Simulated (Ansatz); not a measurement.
Si nanocrystals, hexagonal, H-capped: PBE0-D4/def2-SVP single points in Ansatz on relaxed structures, gas phase. Binding counts from free atoms in the multiplicity of their measured ground term, without zero-point energy. Sets without diffuse functions give affinities that are too small. A dash marks a value that wasn't run or was left out as unsound. The structures are stationary points that may keep the symmetry of their start. Remarks come from the PBE and PBE0 runs and from stability tests at other levels; not every state was tested. A HOMO above zero means that the electron is unbound at that level and held by the basis, or that self-interaction error raises the level; the energy of removing that electron tells which. HOMO above LUMO (over both spins in singlets and doublets, within one spin in higher multiplets; at PBE or PBE0), or a gap under 0.15 eV within one spin, warns that the state may not be the lowest or that an electron is smeared out.

```tsv
species	atoms	state	geometry	HOMO (eV)	LUMO (eV)	gap (eV)	vertical IE (eV)	vertical EA (eV)	vertical triplet (eV)	binding per atom (eV)	point group (within 0.1 Å)	remarks
Si11H18	29	singlet	PBE-D4/def2-SVP	-7.53	-1.44	6.09	–	–	–	3.15	Cs	gap within one spin near zero at PBE or PBE0 (+1 doublet), HOMO above zero (-1 doublet), gap within one spin near zero at PBE or PBE0 (triplet)
Si18H24	42	singlet	PBE-D4/def2-SVP	-7.06	-1.59	5.47	–	–	–	3.29	D3h	gap within one spin near zero at PBE or PBE0 (+1 doublet), HOMO above LUMO (+1 doublet), HOMO above zero (-1 doublet), gap within one spin near zero at PBE or PBE0 (triplet), HOMO above LUMO (triplet)
Si21H28	49	singlet	PBE-D4/def2-SVP	-7.01	-1.60	5.41	8.08	0.74	4.40	3.29	Cs	gap within one spin near zero at PBE or PBE0 (+1 doublet), HOMO above zero (-1 doublet), gap within one spin near zero at PBE or PBE0 (triplet)
Si24H30	54	singlet	PBE-D4/def2-SVP	-6.99	-1.64	5.35	8.02	0.82	4.36	3.34	–	gap within one spin near zero at PBE or PBE0 (+1 doublet), HOMO above LUMO (+1 doublet), HOMO above zero (-1 doublet), gap within one spin near zero at PBE or PBE0 (triplet), HOMO above LUMO (triplet)
Si27H34	61	singlet	PBE-D4/def2-SVP	-6.95	-1.78	5.17	7.95	0.97	4.23	3.34	–	gap within one spin near zero at PBE or PBE0 (+1 doublet), HOMO above LUMO (+1 doublet), HOMO above zero (-1 doublet), gap within one spin near zero at PBE or PBE0 (triplet), HOMO above LUMO (triplet)
Si28H34	62	singlet	r2SCAN-D4/def2-SVP	-6.80	-1.69	5.10	7.78	0.91	4.14	3.36	–	gap within one spin near zero at PBE or PBE0 (+1 doublet), HOMO above zero (-1 doublet), gap within one spin near zero at PBE or PBE0 (-1 doublet), gap within one spin near zero at PBE or PBE0 (triplet)
Si30H34	64	singlet	PBE-D4/def2-SVP	-6.82	-1.81	5.01	7.79	1.02	4.09	3.41	C3v	gap within one spin near zero at PBE or PBE0 (+1 doublet), HOMO above LUMO (+1 doublet), HOMO above zero (-1 doublet), gap within one spin near zero at PBE or PBE0 (-1 doublet), gap within one spin near zero at PBE or PBE0 (triplet), HOMO above LUMO (triplet)
Si32H38	70	singlet	PBE-D4/def2-SVP	-6.71	-1.78	4.92	–	–	–	3.38	–	gap within one spin near zero at PBE or PBE0 (+1 doublet), gap within one spin near zero at PBE or PBE0 (-1 doublet), gap within one spin near zero at PBE or PBE0 (triplet)
Si35H42, rod	77	singlet	r2SCAN-D4/def2-SVP	-6.78	-1.68	5.10	–	–	–	3.37	Cs	gap within one spin near zero at PBE or PBE0 (+1 doublet), gap within one spin near zero at PBE or PBE0 (-1 doublet), gap within one spin near zero at PBE or PBE0 (triplet)
Si39H44	83	singlet	PBE-D4/def2-SVP	-6.63	-1.91	4.73	7.52	1.20	3.83	3.42	–	gap within one spin near zero at PBE or PBE0 (+1 doublet), gap within one spin near zero at PBE or PBE0 (-1 doublet), gap within one spin near zero at PBE or PBE0 (triplet)
Si41H46	87	singlet	PBE-D4/def2-SVP	-6.61	-1.93	4.69	7.49	1.24	3.81	3.42	Cs	gap within one spin near zero at PBE or PBE0 (+1 doublet), HOMO above LUMO (+1 doublet), gap within one spin near zero at PBE or PBE0 (-1 doublet), gap within one spin near zero at PBE or PBE0 (triplet)
Si50H54	104	singlet	PBE-D4/def2-SVP	-6.49	-2.04	4.45	7.32	1.40	3.64	3.45	–	gap within one spin near zero at PBE or PBE0 (+1 doublet), gap within one spin near zero at PBE or PBE0 (-1 doublet), gap within one spin near zero at PBE or PBE0 (triplet)
```

The gap (eV) runs from 4.45 (Si50H54) to 6.09 (Si11H18). It doesn't follow size steadily. The vertical IE (eV) runs from 7.32 (Si50H54) to 8.08 (Si21H28). It doesn't follow size steadily. The vertical EA (eV) runs from 0.74 (Si21H28) to 1.40 (Si50H54). It doesn't follow size steadily. The vertical triplet (eV) runs from 3.64 (Si50H54) to 4.40 (Si21H28). It falls with size. The binding per atom (eV) runs from 3.15 (Si11H18) to 3.45 (Si50H54). It doesn't follow size steadily.
